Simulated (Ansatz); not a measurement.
Geometry optimisation, Ansatz, RKS PBE-D4/cc-pVDZ.

Input:

```yaml
crystal:
  periodic: [false, false, false]
  atoms:
    - { symbol: C, position_ang: [0.07089, 1.90113, -1.41585] }
    - { symbol: C, position_ang: [0.04376, 1.16151, -0.45392] }
    - { symbol: B, position_ang: [0.01274, 0.30247, 0.75278] }
    - { symbol: Si, position_ang: [-0.06373, -1.66279, 0.56431] }
    - { symbol: H, position_ang: [0.09319, 2.54902, -2.24869] }
    - { symbol: H, position_ang: [0.03532, 0.8108, 1.81034] }
    - { symbol: H, position_ang: [-0.11591, -2.43774, -0.68178] }
    - { symbol: H, position_ang: [-0.07626, -2.6244, 1.6728] }
total_charge: 1
basis:
  gaussian: { orbitals: cc-pVDZ }
hamiltonian:
  xc: pbe
  dispersion: d4
relax:
  f_tol: 0.015
  max_steps: 40
```

Command:

```bash
$ ansatz run input.yaml --threads 1 --pin off --max-ram 2048MiB --backend cpu --events-out ev --progress --plain --runs-dir out
```

**Question.** Where does it end, and by what steps?

**Answer.** The forces met the threshold. Limits of this set-up: the dipole of an ion depends on the origin. After 31 steps the energy has fallen by 1.060 eV; H8 moved furthest, 2.23 Å. Joined: C1–Si4, C2–Si4.

```tsv
step	energy less start (eV)	largest force component (eV/Å)	accepted
0	0.0000	2.085	yes
2	-0.1674	0.157	yes
4	-0.1735	0.109	yes
6	-0.1732	0.311	no
8	-0.1825	0.135	yes
10	-0.1991	0.470	yes
12	-0.2710	0.327	yes
14	-0.3329	0.315	yes
16	-0.4034	0.368	yes
18	-0.5128	0.319	yes
20	-0.6630	0.543	yes
22	-0.8753	0.969	yes
24	-0.9933	0.607	yes
26	-1.0509	0.449	yes
28	-1.0571	0.331	yes
30	-1.0602	0.019	yes
31	-1.0603	0.008	yes
```

```xyz
8
Properties=species:S:1:pos:R:3
C 0.372 0.664 -1.172
C -0.028 1.107 0.003
B -0.447 0.647 1.303
Si 0.073 -0.956 -0.150
H 0.682 1.082 -2.140
H -0.822 0.736 2.430
H -1.173 -1.671 -0.553
H 1.343 -1.610 0.280
```

Time of the run: 49 s on 1 thread of Intel(R) Xeon(R) Platinum 8488C (Sapphire Rapids), on a shared host, peak memory 0.14 GiB.
